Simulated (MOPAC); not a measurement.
MOPAC input (MNDO):

```
MNDO 1SCF UHF MS=0.5 GEO-OK AUX(PRECISION=9) THREADS=1
C2HCl2F2

C    -1.15705400 1    0.06657300 1   -0.33124100 1
F    -1.77104700 1   -0.89282500 1   -1.01327400 1
F    -1.64448900 1    0.17430900 1    0.89060000 1
C     0.31696700 1    0.10632400 1   -0.49266200 1
Cl    1.10543100 1   -1.31862200 1    0.31483000 1
Cl    0.96583700 1    1.63616200 1    0.13174400 1
H     0.56879400 1    0.03108000 1   -1.54428100 1
```

Output:

```
 *******************************************************************************
 **                                                                           **
 **                              MOPAC v23.2.5                                **
 **                                                                           **
 *******************************************************************************
 ** MOPAC's Digital Object Identifier: https://doi.org/10.5281/zenodo.6511958 **
 **                                                                           **
 ** Please cite the open-source release paper for use of this MOPAC version:  **
 ** J. E. Moussa and J. J. P. Stewart (2026)                                  **
 ** MOPAC: An open-source semiempirical molecular orbital program             **
 ** J. Open Source Softw., 11(119), 8025, https://doi.org/10.21105/joss.08025 **
 *******************************************************************************

                              MNDO CALCULATION RESULTS

 *******************************************************************************
 *  MNDO       - The MNDO Hamiltonian to be used
 *  GEO-OK     - OVERRIDE INTERATOMIC DISTANCE AND OTHER SAFETY CHECKS
 *  UHF        - UNRESTRICTED HARTREE-FOCK CALCULATION
 *  MS=        - IN MECI, MAGNETIC COMPONENT OF SPIN =  0.5
 *  1SCF       - DO 1 SCF AND THEN STOP
 *  AUX        - OUTPUT AUXILIARY INFORMATION
 *******************************************************************************
MNDO 1SCF UHF MS=0.5 GEO-OK AUX(PRECISION=9) THREADS=1
 C2HCl2F2

   ATOM   CHEMICAL          X               Y               Z
  NUMBER   SYMBOL      (ANGSTROMS)     (ANGSTROMS)     (ANGSTROMS)

     1       C         -1.15705400  *   0.06657300  *  -0.33124100  *
     2       F         -1.77104700  *  -0.89282500  *  -1.01327400  *
     3       F         -1.64448900  *   0.17430900  *   0.89060000  *
     4       C          0.31696700  *   0.10632400  *  -0.49266200  *
     5      Cl          1.10543100  *  -1.31862200  *   0.31483000  *
     6      Cl          0.96583700  *   1.63616200  *   0.13174400  *
     7       H          0.56879400  *   0.03108000  *  -1.54428100  *

          CARTESIAN COORDINATES

    NO.       ATOM           X           Y           Z

     1         C         -1.1571      0.0666     -0.3312
     2         F         -1.7710     -0.8928     -1.0133
     3         F         -1.6445      0.1743      0.8906
     4         C          0.3170      0.1063     -0.4927
     5        Cl          1.1054     -1.3186      0.3148
     6        Cl          0.9658      1.6362      0.1317
     7         H          0.5688      0.0311     -1.5443

  H: (MNDO): M.J.S. DEWAR, W. THIEL, J. AM. CHEM. SOC., 99, 4899, (1977)
  C: (MNDO): M.J.S. DEWAR, W. THIEL, J. AM. CHEM. SOC., 99, 4899, (1977)
  F: (MNDO): M.J.S. DEWAR, H.S. RZEPA, J. AM. CHEM. SOC., 100, 777, (1978)
 Cl: (MNDO): M.J.S.DEWAR, H.S.RZEPA, J. COMP. CHEM., 4, 158, (1983)

           Empirical Formula: C2 H F2 Cl2  =     7 atoms

      MOLECULAR POINT GROUP   :   C1

          UHF CALCULATION, NO. OF ALPHA ELECTRONS =   19
                           NO. OF BETA  ELECTRONS =   18

 -------------------------------------------------------------------------------
 MNDO 1SCF UHF MS=0.5 GEO-OK AUX(PRECISION=9) THREADS=1
 C2HCl2F2

     1SCF WAS SPECIFIED, SO BFGS WAS NOT USED
     SCF FIELD WAS ACHIEVED

                              MNDO CALCULATION
                                                       MOPAC v23.2.5 Linux

          FINAL HEAT OF FORMATION =        -94.84281 KCAL/MOL =    -396.82233 KJ/MOL

          COSMO AREA              =        127.30 SQUARE ANGSTROMS
          COSMO VOLUME            =        118.51 CUBIC ANGSTROMS

          IONIZATION POTENTIAL    =         11.328934 EV
          ALPHA SOMO LUMO (EV)    =        -11.329 -0.741
          BETA  SOMO LUMO (EV)    =        -13.088 -1.549
          NO. OF ALPHA ELECTRONS  =         19
          NO. OF BETA  ELECTRONS  =         18
          MOLECULAR WEIGHT        =        133.9327         POINT GROUP:  C1

          MOLECULAR DIMENSIONS (Angstroms)

            Atom       Atom       Distance
           Cl     6    F     2     3.89838
            F     3    H     7     3.20805
            C     1   Cl     5     2.41254

          SCF CALCULATIONS        =          1

   ATOM   CHEMICAL          X               Y               Z
  NUMBER   SYMBOL      (ANGSTROMS)     (ANGSTROMS)     (ANGSTROMS)

     1       C         -1.15705400  *   0.06657300  *  -0.33124100  *
     2       F         -1.77104700  *  -0.89282500  *  -1.01327400  *
     3       F         -1.64448900  *   0.17430900  *   0.89060000  *
     4       C          0.31696700  *   0.10632400  *  -0.49266200  *
     5      Cl          1.10543100  *  -1.31862200  *   0.31483000  *
     6      Cl          0.96583700  *   1.63616200  *   0.13174400  *
     7       H          0.56879400  *   0.03108000  *  -1.54428100  *

                             CARTESIAN COORDINATES

   1    C       -1.157054000     0.066573000    -0.331241000
   2    F       -1.771047000    -0.892825000    -1.013274000
   3    F       -1.644489000     0.174309000     0.890600000
   4    C        0.316967000     0.106324000    -0.492662000
   5   Cl        1.105431000    -1.318622000     0.314830000
   6   Cl        0.965837000     1.636162000     0.131744000
   7    H        0.568794000     0.031080000    -1.544281000

           Empirical Formula: C2 H F2 Cl2  =     7 atoms

      MOLECULAR POINT GROUP   :   C1

          ALPHA EIGENVALUES
 -50.65192 -45.25604 -34.41381 -26.26868 -26.00110 -23.29659 -20.08394 -19.55907
 -19.29018 -17.22848 -16.88925 -16.82619 -16.46905 -15.89901 -13.73580 -13.66431
 -13.17027 -13.15689 -11.32893  -0.74073  -0.46334   1.54841   2.44821   3.46235
   3.82349

           BETA EIGENVALUES
 -50.13298 -44.95369 -34.20828 -26.22811 -25.76078 -22.78000 -19.90874 -19.36028
 -18.38136 -17.11507 -16.66477 -16.42485 -16.21780 -15.83381 -13.66425 -13.56191
 -13.15320 -13.08849  -1.54885  -0.61761   0.08783   1.87861   2.53278   4.09983
   4.49744

              NET ATOMIC CHARGES AND DIPOLE CONTRIBUTIONS

  ATOM NO.   TYPE          CHARGE      No. of ELECS.   s-Pop       p-Pop
    1          C           0.278545        3.7215     1.24486     2.47660
    2          F          -0.163824        7.1638     1.88198     5.28184
    3          F          -0.149772        7.1498     1.87906     5.27072
    4          C           0.168270        3.8317     1.23182     2.59991
    5         Cl          -0.128130        7.1281     1.98783     5.14030
    6         Cl          -0.093361        7.0934     1.98533     5.10804
    7          H           0.088273        0.9117     0.91173
 DIPOLE           X         Y         Z       TOTAL
 POINT-CHG.     0.413     0.843    -1.592     1.848
 HYBRID         0.105    -0.276     0.111     0.316
 SUM            0.518     0.567    -1.481     1.668

          ATOMIC ORBITAL ELECTRON POPULATIONS

     Atom    s        px        py        pz
    1  C   1.24486   0.84701   0.89255   0.73704
    2  F   1.88198   1.84343   1.63704   1.80138
    3  F   1.87906   1.88352   1.92489   1.46231
    4  C   1.23182   0.86005   0.79565   0.94422
    5 Cl   1.98783   1.83275   1.46824   1.83932
    6 Cl   1.98533   1.87642   1.34056   1.89106
    7  H   0.91173

                    (SZ)    =    0.500000
                    (S**2)  =    0.754703

          ATOMIC ORBITAL SPIN POPULATIONS

    Atom   Total    s     px     py     pz
         Atomic
    1  C  0.8219  0.126  0.110  0.449  0.137
    2  F  0.0649  0.003 -0.002  0.067 -0.003
    3  F  0.0687  0.003  0.002  0.047  0.017
    4  C -0.0183  0.007 -0.007 -0.013 -0.005
    5 Cl  0.0644 -0.000  0.029  0.028  0.007
    6 Cl -0.0018 -0.000 -0.002 -0.001  0.001
    7  H  0.0002  0.000

 **********************
 *                    *
 * JOB ENDED NORMALLY *
 *                    *
 **********************

 == MOPAC DONE ==
```

The geometry given is a B3LYP-D3(BJ)/def2-TZVP minimum.
